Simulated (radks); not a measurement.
Valence configurations of neutral gold (all share [Xe]). Calculated with a radial shooting solver on a logarithmic mesh with Libxc functionals: non-relativistic Kohn-Sham, r2SCAN, spin-polarised, spherical densities, point nucleus; open shells are filled with parallel spins first (spin-orbit coupling, left out, can overturn this in heavy ions); meta-GGA in the generalised Kohn-Sham scheme; relativity is left out, which matters for an element this heavy. Energies are relative to 4f14 5d10 6s1; eigenvalues in eV for spin up.

[
 {"valence": "4f14 5d10 6s1", "E (eV)": "0.000", "moment (Bohr magnetons)": "1", "e(4f)": "-95.317", "e(5d)": "-8.376", "e(6p)": "-", "e(6s)": "-4.632"},
 {"valence": "4f14 5d10 6s0.5 6p0.5", "E (eV)": "1.822", "moment (Bohr magnetons)": "1", "e(4f)": "-96.254", "e(5d)": "-9.279", "e(6p)": "-1.419", "e(6s)": "-4.992"},
 {"valence": "4f14 5d10 6p1", "E (eV)": "3.598", "moment (Bohr magnetons)": "1", "e(4f)": "-97.132", "e(5d)": "-10.117", "e(6p)": "-1.848", "e(6s)": "-"},
 {"valence": "4f13 5d10 6s2", "E (eV)": "98.712", "moment (Bohr magnetons)": "1", "e(4f)": "-112.64", "e(5d)": "-12.762", "e(6p)": "-", "e(6s)": "-5.414"},
 {"valence": "4f13.5 5d10 6s1 6p0.5", "E (eV)": "49.094", "moment (Bohr magnetons)": "2", "e(4f)": "-104.59", "e(5d)": "-11.301", "e(6p)": "-1.797", "e(6s)": "-5.910"},
 {"valence": "4f14 5d9 6s1 6p1", "E (eV)": "8.418", "moment (Bohr magnetons)": "3", "e(4f)": "-100.97", "e(5d)": "-13.223", "e(6p)": "-2.582", "e(6s)": "-7.114"},
 {"valence": "4f13.5 5d10 6s1.5", "E (eV)": "47.674", "moment (Bohr magnetons)": "1", "e(4f)": "-103.87", "e(5d)": "-10.520", "e(6p)": "-", "e(6s)": "-5.052"},
 {"valence": "4f14 5d9 6p2", "E (eV)": "12.889", "moment (Bohr magnetons)": "3", "e(4f)": "-102.43", "e(5d)": "-14.575", "e(6p)": "-3.212", "e(6s)": "-"},
 {"valence": "4f13.5 5d9 6s2 6p0.5", "E (eV)": "56.407", "moment (Bohr magnetons)": "2", "e(4f)": "-109.18", "e(5d)": "-14.906", "e(6p)": "-2.140", "e(6s)": "-6.753"},
 {"valence": "4f14 5d9 6s2", "E (eV)": "5.307", "moment (Bohr magnetons)": "1", "e(4f)": "-99.692", "e(5d)": "-11.852", "e(6p)": "-", "e(6s)": "-5.499"}
]

NIST lists [Xe] 4f14 5d10 6s1 as the ground configuration; this level of theory agrees among the configurations tried. The energies are those of spherical high-spin densities, not of single terms. Relativity is left out, which favours d and f over s occupation in heavy atoms.
